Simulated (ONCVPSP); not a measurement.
**u(r) = r·R(r): atom against pseudo-atom (technetium (Tc))**

Columns: radius, all-electron u(r) and pseudo u(r) of the 4p shell (level -49.07 eV) of technetium in the configuration [Ar] 3d10 4s2 4p6 4d5 5s1.5; LDA (Perdew-Wang 92), scalar-relativistic, ONCV scheme, ONCVPSP 4.0.1.

```csv
r (bohr),all-electron,pseudo
0.120,0.2202,0.0372
0.240,-0.4533,0.1427
0.360,-0.4977,0.2998
0.480,-0.1011,0.4841
0.600,0.3655,0.6679
0.720,0.7282,0.8256
0.840,0.9471,0.9384
0.960,1.0404,0.9966
1.080,1.0423,1.0006
1.200,0.9862,0.9588
1.320,0.8983,0.8843
1.440,0.7967,0.7912
1.560,0.6930,0.6915
1.680,0.5942,0.5940
1.800,0.5039,0.5039
1.920,0.4237,0.4237
2.040,0.3539,0.3539
2.160,0.2940,0.2940
2.280,0.2431,0.2431
2.400,0.2003,0.2003
2.520,0.1646,0.1646
2.640,0.1349,0.1348
2.760,0.1102,0.1102
2.880,0.0900,0.0900
3.000,0.0733,0.0733
3.120,0.0596,0.0596
```

(1) How many radial nodes do the two functions have?

(2) At about which radius was the pseudo-wave matched?

(3) Where does each function peak?

(4) Is the pseudo-wave norm-conserving?

Answers

(1) The all-electron 4p function has n − l − 1 = 2; the pseudo-wave has 0, since the states of the same l below it are removed with the core.

(2) 1.85 bohr. The columns agree to 0.0005 from 1.68 bohr on; several derivatives are matched, so the curves merge somewhat inside the radius.

(3) Outermost all-electron maximum near 1.08 bohr, pseudo maximum near 1.08 bohr (to the table’s step).

(4) Yes: the ONCV scheme keeps the norm inside the radius equal to the all-electron one, which fixes the energy derivative of the logarithmic derivative at the level.
